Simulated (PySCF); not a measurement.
cyclopenta-2,4-dien-1-one (C5H4O), SMILES C1C(=O)C=CC=1.

Coordinates come from a PBE0-D3(BJ)/def2-SVP optimisation.

These are TDA-PBE/def2-SVPD (PySCF 2.14.0) values and carry that method's errors.

Vertical excitations. Gas-phase values at a fixed geometry. State labels are in the subgroup C2v.

Problem. List the lowest excited states. (Estimate from the structure and the level; the computed values follow.)

Solution. 
```csv
state,symmetry,energy (eV),λ (nm),f,main pairs
S1,A2,2.38,521,0.000,HOMO→LUMO 100 %
S2,B2,2.87,432,0.006,HOMO−1→LUMO 96 %
S3,A1,5.65,219,0.076,"HOMO−2→LUMO 59 %, HOMO−1→LUMO+1 33 %"
S4,B1,5.75,216,0.001,HOMO−3→LUMO 99 %
S5,B1,6.21,200,0.000,HOMO→LUMO+1 97 %
S6,B2,6.47,192,0.002,HOMO→LUMO+2 100 %
S7,A2,6.51,190,0.000,HOMO−5→LUMO 92 %
S8,A2,6.53,190,0.000,HOMO−1→LUMO+2 98 %
S9,A2,6.62,187,0.000,"HOMO−6→LUMO 76 %, HOMO→LUMO+3 18 %"
S10,B1,6.66,186,0.002,HOMO−4→LUMO 96 %
T1,B2,1.79,691,0,HOMO−1→LUMO 99 %
T2,A2,1.87,664,0,HOMO→LUMO 100 %
T3,A1,3.90,318,0,HOMO−2→LUMO 95 %
T4,B1,5.36,231,0,HOMO−3→LUMO 100 %
```
Triplets are in the Tamm–Dancoff approximation.
